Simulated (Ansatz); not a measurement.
`C[SiH](O)[SiH3]` → `C[Si]O` + SiH₄  (silylene formation by 1,1-elimination)

Isolated molecules relaxed with PBE0-D4/def2-TZVP in Ansatz; ΔE leaves out vibrations. CCSD(T)/CBS is the MP2 limit (def2-TZVPP, def2-QZVPP) plus CCSD(T) − MP2 in def2-TZVPP, frozen cores. This one scheme is used for every species. Functionals use def2-TZVPP. Each species was taken in one conformer, which may not be the lowest.

CCSD(T)/CBS gives +41.7 kcal/mol.

Task: Another level gave +46.1 kcal/mol. Which?
A. RPA@PBE/def2-TZVPP
B. revPBE-D4/def2-TZVPP
C. MP2/def2-TZVPP
D. r2SCANh-D4/def2-TZVPP

Result: D. r2SCANh-D4 46.1, RPA@PBE/def2-TZVPP 36.5, revPBE-D4 41.5, MP2/def2-TZVPP 42.7 kcal/mol.

Largest T1 diagnostic among the species: 0.014.

The D4 term adds +3.3 kcal/mol with B3LYP and +1.9 kcal/mol with PBE0; it sums over pairs of atoms, weighted by their polarisabilities, and B3LYP, whose exchange is more repulsive, gets the larger term. Leaving LDA and LC-ωPBE aside and taking each functional with its dispersion term where it has one, the values, not all of them listed here, spread over 10.0 kcal/mol, from BLYP-D4 to r2SCAN0-D4. LDA lies +6.6 kcal/mol from PBE without D4. From BLYP to BHLYP (50 % exact exchange), in def2-TZVPP and without D4, ΔE moves by +7.4 kcal/mol.

B3LYP here is the variant with VWN-RPA as its local correlation; programs differ in this.
